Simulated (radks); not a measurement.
O2-, configuration [Ne]. Calculated with a radial shooting solver on a logarithmic mesh with Libxc functionals: scalar-relativistic Kohn-Sham, LB94 model potential, spin-polarised, spherical densities, finite nucleus; Fermi nuclear charge, rms radius 2.6991 fm; Watson sphere of charge +2 and radius 2.79 bohr. Some entries of the table are withheld. Estimate them.

orbital,occ.,eigenvalue (eV),r(max) (bohr),<r> (bohr)
1s,2,-530.9128,0.1294,0.1982
2s,2,(1),0.8904,1.230
2p,6,-9.7078,(2),(3)

Answer. 
(1) 2s eigenvalue (eV): -23.2651
(2) 2p r(max) (bohr): 0.8533
(3) 2p <r> (bohr): 1.592
